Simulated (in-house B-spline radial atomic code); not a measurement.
Settings and results of a run for the phosphorus ion P³⁺. Method: Dirac-Hartree-Fock, average of configuration, Fermi nucleus of rms radius 3.1889 fm, speed of light scaled by 0.98. Calculated with a B-spline radial code for spherical atoms.

Command:
```bash
python run_scf.py task.json out
```
Settings (nuclear radius in fm, mass in u):
```
Z                15
configuration    [Ne] 3s2
hamiltonian      dirac
method           hf
spin_polarised   False
nucleus          fermi
rms_radius       3.1889
atomic_mass      30.97376
speed_of_light   134.295279102
```

Output (hartree, bohr):
```
 radial grid: 69 intervals, B-splines of order 8, outer radius 18.6486 bohr

 iter        energy (Eh)    residual
    1       -337.6784272    3.10e-01
    2       -339.3603657    9.64e-02
    3       -339.4321825    3.87e-02
    4       -339.4434671    1.57e-02
    5       -339.4455096    2.75e-03
    6       -339.4456046    1.17e-04
    7       -339.4456048    7.27e-06
    8       -339.4456048    2.94e-07
    9       -339.4456048    2.09e-08

 total energy                     -339.445605
 kinetic                            341.22074
 electron-nucleus                  -794.14842
 electron-electron                  113.48208

 orbital      occ     eigenvalue          <r>       <r^2>       <1/r>     <1/r^2>       r_max    small
 1s1/2      2.000      -81.69943     0.103371   0.0143812     14.6643     436.667     0.06766  2.95e-03
 2s1/2      2.000       -8.97943     0.511803    0.311066     2.85984     34.0918      0.4162  4.45e-04
 2p1/2      2.000       -6.84636     0.480032    0.287685     2.72816     10.5178      0.3541  4.13e-04
 2p3/2      4.000       -6.80938     0.482201     0.29013     2.71193     10.3269      0.3558  4.11e-04
 3s1/2      2.000       -1.83777      1.69177     3.25848    0.795474     3.68398       1.477  7.12e-05
```


For the Dirac Hamiltonian the kinetic term is c α·p + (β - 1)c².
